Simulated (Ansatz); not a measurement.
A structure relaxed at PBE0-D4/def2-TZVP, charge 0, multiplicity 1:

```xyz
11

F    -0.637   -0.145    2.318
C    -0.820    0.080    0.998
F    -1.810   -0.725    0.572
C     0.482   -0.234    0.274
F     0.758   -1.562    0.359
C     0.462    0.173   -1.197
F     1.655   -0.037   -1.749
F     0.189    1.482   -1.287
F    -0.443   -0.491   -1.901
H    -1.120    1.123    0.858
H     1.283    0.336    0.755
```

(1) Give its formula and SMILES.

(2) Summarise the bond lengths by kind.

Results:

(1) C3H2F6, `FC(F)C(F)C(F)(F)F`.

(2) 6 × C–F 1.326 to 1.359 Å; 2 × C–C 1.522 to 1.526 Å; 2 × C–H 1.095 Å.

Program: Ansatz 0.2.0.
